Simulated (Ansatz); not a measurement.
`CCCCCCCCP(=O)(O)O`. Total charge 0; singlet. Geometry PBE-D4/def2-SVP, basis def2-TZVP, Ansatz.

```csv
run,HOMO (eV),LUMO (eV)
A,-7.01,-0.58
B,-7.70,0.52
C,-7.12,0.24
D,-6.77,-0.40
E,-8.32,0.50
```

The runs used LDA (SPW92), PBE, PBE0, r2SCAN, r2SCANh. Estimate which is which.

A LDA (SPW92) (0 % exact exchange); B r2SCANh (10 % exact exchange); C r2SCAN (0 % exact exchange); D PBE (0 % exact exchange); E PBE0 (25 % exact exchange). Exact exchange lowers occupied and raises empty levels; among semilocal functionals meta-GGAs tend to open the gap a little, and such runs are hard to tell apart. The gap grows from 6.37 eV (PBE) to 8.82 eV (PBE0).
